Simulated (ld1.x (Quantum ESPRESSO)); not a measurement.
Transferability test, TM potential for iron (Fe)

iron (Fe), norm-conserving Troullier–Martins (Kleinman–Bylander form), made with ld1.x (Quantum ESPRESSO) 7.5 (PBE, scalar-relativistic). Core [Ne] 3s2, reference 3p6 3d6 4s1.75 4p0.25. Waves: 4s (bound): rc 2.25 bohr; 3d (bound): rc 1.30 bohr; 3p (bound): rc 1.20 bohr. Local part: the p channel. Core correction: none.

Occupied shells without a wave of their own: 4p. They enter only through the test configuration that unscreens the potential.

Energies are relative to the spin-unpolarised reference configuration 3p6 3d6 4s1.75 4p0.25; without spin polarisation the order of configurations can differ from experiment.

Give the all-electron excitation energy and the error of the potential for: 3p6 3d6 4s2 4p0; 3p6 3d6 4s1 4p0; 3p6 3d6 4s0 4p0; 3p6 3d7 4s1 4p0; 3p6 3d6 4s0 4p2; 3p6 3d5 4s2 4p0; 3p6 3d4 4s0 4p0.

| valence configuration | charge | ΔE all-electron (eV) | error AE − PS (meV) |
| --- | --- | --- | --- |
| 3p6 3d6 4s2 4p0 | 0 | -1.000 | -4.2 |
| 3p6 3d6 4s1 4p0 | +1 | 7.729 | -11 |
| 3p6 3d6 4s0 4p0 | +2 | 23.933 | -30 |
| 3p6 3d7 4s1 4p0 | 0 | -1.791 | -37 |
| 3p6 3d6 4s0 4p2 | 0 | 7.456 | +25 |
| 3p6 3d5 4s2 4p0 | +1 | 13.207 | -60 |
| 3p6 3d4 4s0 4p0 | +4 | 111.245 | +246 |

ld1.x printed “convergence not achieved” for 3 of the counted tests; their residual had stalled under 1e-8, short of the target of 1e-14. The 4p level has no wave, so the channel is fitted at the deeper level alone: the likely source of the large errors.

Note: ghost state, extra bound levels that the all-electron valence spectrum of the same l lacks: s at -92.9 eV. A true bound ghost makes a file unfit for plane-wave use.
